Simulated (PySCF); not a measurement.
Members of one series of related molecules.

All values: CAM-B3LYP/def2-SVPD (PySCF) at PBE0-D3(BJ)/def2-SVP geometries, gas phase, one conformer each. Core orbitals are frozen in the response; Δα² is half the sum of the squared differences of the principal polarisabilities.

Question: Rank by HOMO–LUMO gap, highest first.
A. `[NH3+][BH2-]B(O)O`
B. `N[BH2-][NH3+]`
C. `[NH3+][BH2-]CO`
D. `[NH3+][BH2-]O[SiH3]`

Answer: C (9.10 eV), A (8.89 eV), D (8.69 eV), B (8.40 eV).

Question: Rank by vertical ionisation energy (ΔSCF), highest first.
A. `[NH3+][BH2-]CO`
B. `N[BH2-][NH3+]`
C. `[NH3+][BH2-]O[SiH3]`
D. `[NH3+][BH2-]B(O)O`

Answer: A (9.47 eV), D (9.33 eV), C (9.18 eV), B (8.74 eV).

All values together:

```json
{"SMILES": "[NH3+][BH2-]CO", "formula": "CH8BNO", "μ (D)": "3.68", "HOMO (eV)": "-8.48", "LUMO (eV)": "0.62", "α (Å³)": "6.99", "Δα (Å³)": "0.52", "electrons": "34", "α per electron (Å³)": "0.206", "ΔSCF removal energy (eV)": "9.47"}
{"SMILES": "[NH3+][BH2-]B(O)O", "formula": "B2H7NO2", "μ (D)": "3.71", "HOMO (eV)": "-8.37", "LUMO (eV)": "0.52", "α (Å³)": "7.65", "Δα (Å³)": "1.67", "electrons": "40", "α per electron (Å³)": "0.191", "ΔSCF removal energy (eV)": "9.33"}
{"SMILES": "N[BH2-][NH3+]", "formula": "BH7N2", "μ (D)": "3.76", "HOMO (eV)": "-7.70", "LUMO (eV)": "0.70", "α (Å³)": "6.04", "Δα (Å³)": "0.79", "electrons": "26", "α per electron (Å³)": "0.232", "ΔSCF removal energy (eV)": "8.74"}
{"SMILES": "[NH3+][BH2-]O[SiH3]", "formula": "BH8NOSi", "μ (D)": "5.33", "HOMO (eV)": "-8.30", "LUMO (eV)": "0.39", "α (Å³)": "8.90", "Δα (Å³)": "1.56", "electrons": "42", "α per electron (Å³)": "0.212", "ΔSCF removal energy (eV)": "9.18"}
```

Conformers: `[NH3+:1][BH2-:2][CH2:3][OH:4]` with N1–B2–C3–O4 -48°, B2–C3–O4–H -68°; `[NH3+:1][BH2-:2][B:3]([OH:4])[OH:5]` with N1–B2–B3–O4 -9°, B2–B3–O4–H -178°, B2–B3–O5–H -2°; `[NH2:1][BH2-:2][NH3+:3]` with H–N1–B2–N3 -116° and 116°; `[NH3+:1][BH2-:2][O:3][SiH3:4]` with N1–B2–O3–Si4 179°.
